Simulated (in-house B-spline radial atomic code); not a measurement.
Configurations of Ho+, with energies counted from [Xe] 4f11 6s1. All numbers are computed (scalar-relativistic (X2C) wB97X, spin-polarised, spherical fractional occupations; Fermi nucleus of rms radius 5.2022 fm) with a B-spline radial code for spherical atoms, not measured. Shells without spins written out take the highest spin.

Caution: exact exchange at fractional occupations of open shells leaves self-interaction of up to several eV.

Occupations are held fixed; configurations that lie above the ionisation limit could autoionise.

```tsv
configuration	E - E(ref) (eV)	highest orbital	its <r> (bohr)
[Xe] 4f(6 up, 5 down) 6s(1 up, 0 down)	5.1975	4f down	0.853
[Xe] 4f11 5f1	8.933	5f up	10.78
[Xe] 4f10 6s1 7p1	11.537	7p up	9.566
[Kr] 4d10 4f11 5s2 5p5 5f1 6s1	38.091	5f up	10.6
[Kr] 4d9 4f11 5s2 5p6 6s1 6p1	170.74	6p up	4.412
[Kr] 4d9 4f11 5s2 5p6 6s1 6f1	177.18	6f up	17.84
```

(1) Order these further configurations by energy, lowest first.
A. [Xe] 4f(5 up, 5 down) 6s(1 up, 0 down) 6f(1 up, 0 down)
B. [Kr] 4d10 4f11 5s2 5p5 6s1 6d1
C. [Xe] 4f(4 up, 7 down) 7s(0 up, 1 down)
D. [Xe] 4f10 6s1 7s1
E. [Kr] 4d(4 up, 5 down) 4f(7 up, 5 down) 5s2 5p6 6s(0 up, 1 down)

(2) How far above the reference does [Xe] 4f(7 up, 3 down) 6s(1 up, 0 down) 6p(0 up, 1 down) lie?

(3) How far above the reference does [Xe] 4f(4 up, 7 down) 6s(1 up, 0 down) lie?

Answers

(1) C (6.0222 eV), D (9.4578 eV), A (24.31 eV), B (36.883 eV), E (163.53 eV).

(2) 7.5599 eV; its least bound orbital is 6p down with <r> = 4.567 bohr.

(3) 0.071039 eV; its least bound orbital is 4f up with <r> = 0.8835 bohr.
